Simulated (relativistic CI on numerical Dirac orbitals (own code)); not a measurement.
## Energy levels of Fe+

Calculated at this level of theory: Dirac-Coulomb-Breit CI, KLI orbitals optimised for each configuration, QED by a radiative potential, valence Slater integrals scaled by 0.85, configuration energies shifted to the measured levels that pair with them (semi-empirical) (own radial code, finite nucleus).

CI space (outside the closed core [Ar]): 3d⁶4s, 3d⁷, 3d⁵4s², 3d⁶4p, 3d⁵4s4p, 3d⁶4d, 3d⁶4f, 3d⁶5s, 3d⁶5p, 3d⁶6s, 3d⁴4s4p², 3d⁶5d, 3d⁵4p², 3d⁶6p, 3d⁶5g, 3d⁶5f, 3d⁶6d, 3d⁶6g, 3d⁵4s5p, 3d⁴4s²4p, 3d⁵4s5s, 3d⁵4s6s, 3d⁵4s4d, 3d⁵4s5d, 3d⁵4s6p, 3d⁵4p4d. Levels of other configurations are missing.

| No. | Configuration | Term | J | E (cm⁻¹) | % | Landé g | jj configuration (%) |
| --- | --- | --- | --- | --- | --- | --- | --- |
| 41 | 3d⁶(3G)4s | ⁴G | 5/2 | 25731.7 | 96 | 0.583 | 3d3/2^2 3d5/2^4 4s (52) |
| 42 | 3d⁶(3H)4s | ²H | 9/2 | 25817.8 | 86 | 0.937 | 3d3/2^3 3d5/2^3 4s (44) |
| 43 | 3d⁶(3P)4s | ²P | 3/2 | 27622.1 | 94 | 1.337 | 3d3/2^3 3d5/2^3 4s (30) |
| 44 | 3d⁶(3F)4s | ²F | 7/2 | 27810.1 | 89 | 1.134 | 3d3/2^2 3d5/2^4 4s (32) |
| 45 | 3d⁶(3F)4s | ²F | 5/2 | 28086.3 | 91 | 0.853 | 3d3/2^2 3d5/2^4 4s (47) |
| 46 | 3d⁶(3P)4s | ²P | 1/2 | 28685.2 | 94 | 0.673 | 3d3/2^3 3d5/2^3 4s (32) |
| 47 | 3d⁶(3G)4s | ²G | 9/2 | 30410.0 | 97 | 1.110 | 3d3/2^3 3d5/2^3 4s (47) |
| 48 | 3d⁶(3G)4s | ²G | 7/2 | 30784.7 | 96 | 0.894 | 3d3/2^2 3d5/2^4 4s (49) |
| 49 | 3d⁶(1I)4s | ²I | 13/2 | 31434.3 | 99 | 1.077 | 3d3/2^2 3d5/2^4 4s (63) |
| 50 | 3d⁶(1I)4s | ²I | 11/2 | 31471.1 | 99 | 0.923 | 3d3/2^2 3d5/2^4 4s (66) |
| 51 | 3d⁶(3D)4s | ⁴D | 3/2 | 32070.0 | 99 | 1.200 | 3d3/2^2 3d5/2^4 4s (46) |
| 52 | 3d⁶(3D)4s | ⁴D | 1/2 | 32071.1 | 99 | 0.002 | 3d3/2^2 3d5/2^4 4s (54) |
| 53 | 3d⁶(3D)4s | ⁴D | 5/2 | 32094.7 | 99 | 1.371 | 3d3/2^2 3d5/2^4 4s (37) |
| 54 | 3d⁶(3D)4s | ⁴D | 7/2 | 32177.0 | 99 | 1.428 | 3d3/2^3 3d5/2^3 4s (53) |
| 55 | 3d⁶(1G)4s | ²G | 7/2 | 32992.7 | 84 | 0.926 | 3d3/2^2 3d5/2^4 4s (36) |
| 56 | 3d⁶(1G)4s | ²G | 9/2 | 33022.6 | 98 | 1.111 | 3d3/2^2 3d5/2^4 4s (43) |
| 57 | 3d⁷ | ²F | 5/2 | 33192.9 | 90 | 0.857 | 3d3/2^3 3d5/2^4 (52) |
| 58 | 3d⁷ | ²F | 7/2 | 33412.8 | 77 | 1.108 | 3d3/2^3 3d5/2^4 (52) |
| 59 | 3d⁶(3D)4s | ²D | 3/2 | 37127.2 | 97 | 0.800 | 3d3/2^2 3d5/2^4 4s (46) |
| 60 | 3d⁶(3D)4s | ²D | 5/2 | 37207.9 | 97 | 1.200 | 3d3/2^3 3d5/2^3 4s (45) |
| 61 | 3d⁶(1S)4s | ²S | 1/2 | 37757.1 | 98 | 1.999 | 3d3/2^3 3d5/2^3 4s (32) |
| 62 | 3d⁶(5D)4p | ⁶D° | 9/2 | 38462.0 | 98 | 1.555 | 3d3/2^3 3d5/2^3 4p3/2 (34) |
| 63 | 3d⁶(5D)4p | ⁶D° | 7/2 | 38668.8 | 98 | 1.587 | 3d3/2^2 3d5/2^4 4p3/2 (28) |
| 64 | 3d⁶(5D)4p | ⁶D° | 5/2 | 38864.3 | 98 | 1.657 | 3d3/2^3 3d5/2^3 4p1/2 (25) |
| 65 | 3d⁶(5D)4p | ⁶D° | 3/2 | 39014.6 | 99 | 1.867 | 3d3/2^2 3d5/2^4 4p1/2 (31) |
| 66 | 3d⁶(5D)4p | ⁶D° | 1/2 | 39107.9 | 99 | 3.333 | 3d3/2^2 3d5/2^4 4p3/2 (19) |
| 67 | 3d⁶(1D)4s | ²D | 5/2 | 40210.3 | 96 | 1.201 | 3d3/2^2 3d5/2^4 4s (30) |
| 68 | 3d⁶(1D)4s | ²D | 3/2 | 40247.3 | 97 | 0.800 | 3d3/2^2 3d5/2^4 4s (28) |
| 69 | 3d⁶(5D)4p | ⁶F° | 11/2 | 41822.3 | 99 | 1.455 | 3d3/2^3 3d5/2^3 4p3/2 (47) |
| 70 | 3d⁶(5D)4p | ⁶F° | 9/2 | 41997.9 | 97 | 1.434 | 3d3/2^3 3d5/2^3 4p3/2 (36) |

Energies count from the lowest computed level; ° marks odd parity. Percentages are summed over parent terms; the parents shown are those of the largest component, closed shells are left out there. Filled j subshells are mostly left out of the jj labels.

The mean weight of the leading LS term, summed over parents, in these 30 levels is 95 %, and that of the leading jj configuration (from the same eigenvectors) 41 %, so LS coupling describes them better.

Configurations whose levels could be paired with our table of measured levels were shifted onto them, all but the ground configuration, by the median error of their levels; single terms can still be off by 1,000 to 2,000 cm⁻¹ or more, and rates follow the energies as ν³ (E1, M1) or ν⁵ (E2). The others borrow a shift and can be off by several thousand cm⁻¹ or more. The fine structure of a lone outer electron comes out too small, for d and f at times inverted, and misplaced configurations move strength between like terms. 130 of the 132 excited levels that our extract of the measured tables holds in this range could be paired (the sources list more); they are missed by 731 cm⁻¹ on average and 2584 at most, after the shifts were fitted to these levels, and levels without a partner can miss by more.
